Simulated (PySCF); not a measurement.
C₂H₈BNO₂, SMILES OB(N)COC. Atoms are numbered in the order given.

```xyz
14

C     -0.0955    -2.6079     0.0000
O      0.3696    -1.2894     0.0000
C     -0.6539    -0.3162     0.0000
B     -0.0279     1.1506     0.0000
N      1.3633     1.2907     0.0000
O     -0.8258     2.2728     0.0000
H     -0.7122    -2.8314    -0.8956
H     -0.7122    -2.8314     0.8956
H      0.7762    -3.2796     0.0000
H     -1.3183    -0.4464    -0.8855
H     -1.3183    -0.4464     0.8855
H      1.9544     0.4690     0.0000
H      1.8401     2.1830     0.0000
H     -1.7675     2.0724     0.0000
```

Geometry: B3LYP-D3(BJ)/def2-SVP. The structure was generated by enumeration, and PubChem lists no compound with its InChIKey, so it may never have been made. The values are those of a single conformer.

Two levels are set side by side: PBE/pcSseg-1 (PySCF) and PBE0/pcSseg-1 (PySCF). GIAO shifts against BF3 (¹¹B), H2O (¹⁷O), NH3 (¹⁵N), TMS (¹H), TMS (¹³C) at the same level; non-relativistic, no solvent, atoms listed together averaged. Differences are taken from unrounded values.

| quantity | PBE0 | PBE | PBE minus PBE0 |
|---|---|---|---|
| δ(¹³C) of C1 (ppm) | 64.5 | 66.9 | 2.4 |
| δ(¹⁷O) of O2 (ppm) | 2.2 | 17.0 | 14.8 |
| δ(¹³C) of C3 (ppm) | 66.2 | 69.4 | 3.2 |
| δ(¹¹B) of B4 (ppm) | 18.5 | 17.3 | -1.2 |
| δ(¹⁵N) of N5 (ppm) | 75.8 | 80.0 | 4.2 |
| δ(¹⁷O) of O6 (ppm) | 100.6 | 110.1 | 9.5 |
| δ(¹H) of H10, H11 (ppm) | 2.97 | 3.11 | 0.14 |
| δ(¹H) of H14 (ppm) | 2.98 | 2.96 | -0.03 |

Rough cost on one machine, each run with all the roots and properties that it gave: PBE0 against PBE within a factor of 2.
